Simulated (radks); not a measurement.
Results of a calculation; reference values are marked as such.
Problem. Code: a radial shooting solver on a logarithmic mesh with Libxc functionals. Model: scalar-relativistic Kohn-Sham, LDA (Slater exchange, Perdew-Wang correlation), spin-unpolarised, spherical densities, point nucleus. Each species is in its NIST ground configuration. Rank Co3+, Cr3+, Ti3+, Ni3+, V3+, Cu3+, Mn3+, Zn3+, Sc3+, Fe3+ by Delta-SCF ionisation energy (eV), largest first.

Solution. Sc3+ 73.921, Zn3+ 62.156, Cu3+ 60.038, Ni3+ 57.874, Co3+ 55.659, Fe3+ 53.385, Mn3+ 51.047, Cr3+ 48.636, V3+ 46.139, Ti3+ 43.542.
